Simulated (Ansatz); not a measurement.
Dissociation curve of SMILES F[SiH3]. The Si1–F5 bond (Si1 also carries H, H, H; F5 carries nothing else) is pulled apart rigidly from the PBE0/def2-TZVP optimised geometry.

Methods: RKS-PBE = restricted PBE/cc-pVTZ (Ansatz, a quantum-chemistry and plane-wave program); UKS-PBE = unrestricted PBE/cc-pVTZ (Ansatz); RKS-B3LYP = Ansatz with restricted B3LYP/cc-pVTZ; UCCSD(T) = CCSD(T) on UHF/cc-pVTZ, frozen core (Ansatz).

Energies relative to the lowest point of each curve near equilibrium, in kcal/mol; the last columns give the difference from UCCSD(T):

| R / Å | RKS-PBE | UKS-PBE | RKS-B3LYP | UCCSD(T) | RKS-PBE − UCCSD(T) | UKS-PBE − UCCSD(T) | RKS-B3LYP − UCCSD(T) |
|---|---|---|---|---|---|---|---|
| 1.28 | 87.6 | 87.6 | 83.8 | 83.2 | 4.4 | 4.4 | 0.6 |
| 1.35 | 47.5 | 47.5 | 44.6 | 43.8 | 3.7 | 3.7 | 0.8 |
| 1.43 | 20.2 | 20.2 | 18.2 | 17.5 | 2.7 | 2.7 | 0.7 |
| 1.53 | 4.0 | 4.0 | 3.1 | 2.7 | 1.3 | 1.3 | 0.3 |
| 1.58 | 0.8 | 0.8 | 0.4 | 0.3 | 0.5 | 0.5 | 0.1 |
| 1.60 | 0.2 | 0.2 | 0.0 | 0.0 | 0.2 | 0.2 | 0.0 |
| 1.64 | 0.0 | 0.0 | 0.1 | 0.4 | -0.4 | -0.4 | -0.2 |
| 1.70 | 1.5 | 1.5 | 2.2 | 2.8 | -1.3 | -1.3 | -0.6 |
| 1.75 | 4.1 | 4.1 | 5.3 | 6.1 | -2.0 | -2.0 | -0.9 |
| 1.85 | 11.7 | 11.7 | 13.6 | 15.1 | -3.5 | -3.5 | -1.5 |
| 2.00 | 26.1 | 26.1 | 29.2 | 31.7 | -5.6 | -5.6 | -2.5 |
| 2.17 | 43.6 | 43.6 | 47.8 | 51.5 | -7.9 | -7.9 | -3.7 |
| 2.44 | 69.5 | 69.5 | 75.2 | 81.2 | -11.7 | -11.7 | -5.9 |
| 2.67 | 88.1 | 88.1 | 95.0 | 104.0 | -16.0 | -16.0 | -9.0 |
| 2.83 | 98.9 | 98.9 | 106.7 | 116.8 | -17.8 | -17.8 | -10.1 |
| 3.22 | 119.3 | 117.2 | 129.0 | 137.7 | -18.4 | -20.5 | -8.7 |
| 3.51 | 129.8 | 124.8 | 140.9 | 143.6 | -13.8 | -18.9 | -2.7 |
| 3.88 | 139.1 | 130.6 | 151.9 | 146.0 | -6.9 | -15.4 | 5.9 |
| 4.31 | 146.0 | 134.5 | 160.5 | 146.8 | -0.8 | -12.2 | 13.7 |
| 4.72 | 150.1 | 136.7 | 165.8 | 147.0 | 3.1 | -10.3 | 18.8 |
| 5.58 | 154.5 | 138.8 | 172.1 | 147.1 | 7.4 | -8.3 | 25.0 |

RKS-PBE is furthest from UCCSD(T) at 3.22 (-18.4 kcal/mol, below); its mean absolute difference over the points is 6.2 kcal/mol.

UKS-PBE is furthest from UCCSD(T) at 3.22 (-20.5 kcal/mol, below); its mean absolute difference over the points is 7.8 kcal/mol.

RKS-B3LYP is furthest from UCCSD(T) at 5.58 (25.0 kcal/mol, above); its mean absolute difference over the points is 5.3 kcal/mol.

The restricted form behind RKS-PBE, RKS-B3LYP keeps the bonding electrons paired and can't separate into open-shell fragments. The unrestricted determinant behind UKS-PBE is spin-contaminated at 3.22 to 5.58 Å (<S²> up to 0.8, against 0.00 for a pure singlet). The unrestricted determinant behind UCCSD(T) is spin-contaminated at 2.44 to 5.58 Å (<S²> up to 1.0, against 0.00 for a pure singlet).
